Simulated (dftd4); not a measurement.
C5H11O3Si (SMILES C=[C][Si](OC)(OC)OC), doublet, geometry from GFN2-xTB; D4 for r2scan run with dftd4.

dftd4 was given this input:
```
$ dftd4 mol.xyz --func r2scan --charge 0 --json dftd4.json --noedisp

# file mol.xyz
20

C      0.25473358    -2.47061805    -1.61680251
C      0.43458151    -1.47576521    -0.81249238
Si     0.01275147     0.09278746     0.08135978
O      1.23086558     1.15890089    -0.01229605
C      2.52262048     1.02300604     0.50528301
O     -0.27218109    -0.21339121     1.64768540
C     -1.32254073    -0.95640572     2.19301956
O     -1.30300575     0.84818837    -0.51421680
C     -1.42236083     1.49488080    -1.74707950
H      0.99642972    -3.25171015    -1.75398004
H     -0.64169987    -2.61532883    -2.22087272
H      2.48925587     0.77650130     1.56758066
H      3.03822725     1.97398997     0.36594804
H      3.06434248     0.23438162    -0.02232683
H     -1.21813836    -2.01275110     1.93297092
H     -2.28425438    -0.59697246     1.82354500
H     -1.28174078    -0.84374650     3.27706891
H     -2.36318200     2.04684569    -1.74331578
H     -1.43325809     0.76496654    -2.56101375
H     -0.59213621     2.18462818    -1.90559112
```

Output, abridged:

```
                    ____  _____ _____     ____  _  _
      -------------|  _ \|  ___|_   _|---|  _ \| || |------------
     |             | | | | |_    | | ___ | | | | || |_           |
     |             | |_| |  _|   | ||___|| |_| |__   _|          |
     |             |____/|_|     |_|     |____/   |_|            |
     |             ===================================           |
     |            E. Caldeweyher, S. Ehlert & S. Grimme          |
     |          Mulliken Center for Theoretical Chemistry        |
     |                    University of Bonn                     |
      -----------------------------------------------------------

Rational (Becke-Johnson) damping: r2scan-D4-ATM
---------------------
  s6         1.0000
  s8         0.6019
  s9         1.0000
  a1         0.5156
  a2         5.7734
 alp        16.0000
--------------------

Dispersion energy:      -5.0878530579408E-03 Eh

[Info] JSON dump of results written to 'dftd4.json'
```
